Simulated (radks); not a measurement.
Be1.9+, 2.1 electrons, occupied as [He] 2s(up 0.1, down 0) (fractional occupations, a model configuration). All-electron calculation, scalar-relativistic Kohn-Sham, r2SCAN, spin-polarised, spherical densities, finite nucleus; meta-GGA in the generalised Kohn-Sham scheme; Fermi nuclear charge, rms radius 2.519 fm. Program: a radial shooting solver on a logarithmic mesh with Libxc functionals.

Radial electron density D(r) = 4 pi r^2 rho(r):

```
   r/bohr * D(r) (the largest magnitude, 3.86, reaches the edge; | marks zero)
  0.03133 |    *
  0.03827 |      *
  0.04674 |        *
  0.05755 |            *
  0.07029 |                 *
  0.08585 |                      *
   0.1049 |                             *
   0.1291 |                                    *
   0.1577 |                                            *
   0.1926 |                                                  *
   0.2352 |                                                      *
   0.2896 |                                                      *
   0.3538 |                                                  *
   0.4321 |                                          *
   0.5278 |                               *
   0.6498 |                   *
   0.7936 |          *
   0.9694 |    *
    1.193 | *
    1.458 |*
     1.78 |*
    2.175 |*
    2.677 *
     3.27 *
    3.994 *
    4.879 *
    6.007 *
```

D(r) has 1 maximum, at r = 0.265 bohr.
